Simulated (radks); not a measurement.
Spherical quantum dot in the effective-mass picture: electrons in a hard-walled sphere of radius 5.86, with a point charge +1 (a donor) at the centre, all in effective atomic units (hartree* = m*/eps^2 hartree, bohr* = eps/m* bohr), one dielectric constant everywhere. Method: non-relativistic Kohn-Sham, LDA (Slater exchange, Perdew-Wang correlation), spin-polarised, spherical densities; computed with a radial shooting solver with Libxc functionals. Levels are named by radial order and angular momentum (1s, 1p, 1d, 2s, ...), and open shells are averaged over m. Results are scaled to m* = 0.081 and eps = 14.6, for which hartree* = 10.34 meV and bohr* = 9.538 nm. Each electron was tried in the lowest free levels, single moves between levels near the top were tried too, and the lowest total energy was kept; such a search can miss a lower state. At N = 1 the Hartree and exchange-correlation terms need not cancel, so that row can carry a self-interaction error.

| N | open shells | 2S | E (meV) | mu = E(N) - E(N-1) (meV) | addition energy mu(N+1) - mu(N) (meV) | e(HOMO) (meV) |
|---|---|---|---|---|---|---|
| 1 | 1s(up 1, down 0) | 1 | -4.93328 | -4.9333 | 4.982 | -2.7247 |
| 2 | none | 0 | -4.88451 | 0.048769 | 5.147 | 1.5399 |
| 3 | 1p(up 1, down 0) | 1 | 0.310992 | 5.1955 | 2.126 | 6.2358 |
| 4 | 1p(up 2, down 0) | 2 | 7.63248 | 7.3215 | 2.197 | 8.4160 |
| 5 | 1p(up 3, down 0) | 3 | 17.1513 | 9.5188 | 2.747 | 10.623 |
| 6 | 1p(up 3, down 1) | 2 | 29.4175 | 12.266 | 2.089 | 13.300 |
| 7 | 1p(up 3, down 2) | 1 | 43.7728 | 14.355 | 2.129 | 15.416 |
| 8 | none | 0 | 60.2575 | 16.485 | 3.397 | 17.555 |
| 9 | 2s(up 1, down 0) | 1 | 80.1397 | 19.882 | 2.468 | 21.217 |
| 10 | 1d(up 1, down 0) 2s(up 1, down 0) | 2 | 102.490 | 22.351 | 2.083 | 23.420 |
| 11 | 1d(up 2, down 0) 2s(up 1, down 0) | 3 | 126.924 | 24.434 | 2.088 | 25.628 |
| 12 | 1d(up 3, down 0) 2s(up 1, down 0) | 4 | 153.446 | 26.522 | 2.002 | 27.839 |
| 13 | 1d(up 5, down 0) | 5 | 181.971 | 28.524 | 2.267 | 29.564 |
| 14 | 1d(up 5, down 0) 2s(up 1, down 0) | 6 | 212.762 | 30.791 | 2.517 | 32.260 |
| 15 | 1d(up 5, down 1) 2s(up 1, down 0) | 5 | 246.071 | 33.309 | 2.043 | 34.478 |
| 16 | 1d(up 5, down 2) 2s(up 1, down 0) | 4 | 281.422 | 35.352 | 1.982 | 36.696 |
| 17 | 1d(up 5, down 4) | 1 | 318.756 | 37.333 | 2.000 | 38.304 |
| 18 | none | 0 | 358.089 | 39.334 | 2.374 | 40.364 |
| 19 | 2s(up 1, down 0) | 1 | 399.797 | 41.708 | 3.633 | 43.332 |
| 20 | 2s(up 1, down 0) 1f(up 1, down 0) | 2 | 445.137 | 45.340 | 2.033 | 46.356 |
| 21 | 2s(up 1, down 0) 1f(up 2, down 0) | 3 | 492.510 | 47.373 | 2.034 | 48.390 |
| 22 | 2s(up 1, down 0) 1f(up 3, down 0) | 4 | 541.917 | 49.407 | 2.035 | 50.424 |
| 23 | 2s(up 1, down 0) 1f(up 4, down 0) | 5 | 593.359 | 51.442 | 2.035 | 52.459 |
| 24 | 2s(up 1, down 0) 1f(up 5, down 0) | 6 | 646.835 | 53.476 | 2.035 | 54.494 |
| 25 | 2s(up 1, down 0) 1f(up 6, down 0) | 7 | 702.346 | 55.511 | - | 56.528 |

All shells are closed at N = 2, 8, 18 (there: 1s2 1p6 1d10); the second difference of the energy has clear peaks (12 % above both neighbours; the first and last values, which can be the largest, are not judged, and half-filled shells can peak too) at N = 5, 8, 19.
